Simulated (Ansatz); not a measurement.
```yaml
crystal:
  periodic: [false, false, false]
  atoms:
    - {symbol: F, position_ang: [-2.184198, -0.203854, 0.067263]}
    - {symbol: Ga, position_ang: [-0.505705, -0.784339, 0.094299]}
    - {symbol: Zn, position_ang: [-0.430181, -2.300222, 0.577298]}
    - {symbol: H, position_ang: [-0.480181, -2.350222, 0.277298]}
    - {symbol: H, position_ang: [2.116386, 2.219787, -0.321251]}
basis:
  gaussian: {orbitals: aug-cc-pVDZ}
hamiltonian: {xc: {name: PBE0}}
output: {forces: true}
```

```sh
$ ansatz run in.yaml --threads 2 --pin off --events-out ev --progress --plain --max-ram 4352MiB
```

Shortened log:

```
Functional definition: PBE0
1408 factors; integrals over basis functions are off by at most 2.2e-4 eV
mean field evaluation 1: about -103253.2599 eV, gradient 1.2e2 eV
mean field evaluation 2: about -103208.7504 eV, gradient 1.9e2 eV
mean field evaluation 4: about -103261.4832 eV, gradient 2.5e1 eV
mean field evaluation 8: about -103262.6745 eV, gradient 1.8e1 eV
mean field evaluation 16: about -103267.5436 eV, gradient 1.3e-1 eV
mean field -103267.54376786 eV, -3795.0122362135 hartree, gradient 2.0e-5 eV, S^2 0.000000; 0 other end points of the search recorded, 0 dependent functions left out
reference -103267.54381829 eV, -3795.0122380668 hartree; 36, 36 occupied and 100, 100 virtual orbitals, 1408 factors
Total energy: -103267.54381829 eV, -3795.0122380668 hartree
Atom 0 at    -2.184198    -0.203854     0.067263 Å, force    -0.348207    -0.150995    -0.220485 eV/Å
Atom 1 at    -0.505705    -0.784339     0.094299 Å, force    -0.917224    35.706693   -10.022557 eV/Å
Atom 2 at    -0.430181    -2.300222     0.577298 Å, force   335.434874   301.446053  2009.546889 eV/Å
Atom 3 at    -0.480181    -2.350222     0.277298 Å, force  -334.012755  -336.791400 -1999.248529 eV/Å
Atom 4 at     2.116386     2.219787    -0.321251 Å, force    -0.156689    -0.210352    -0.055318 eV/Å
Dipole moment:     0.105230    -0.877405     0.253210 e Å
```

(1) Something in this input is off. What?

## Answers

(1) One atom was put on top of another. Self-consistency was reached. The result belongs to that input, not to the molecule as meant.
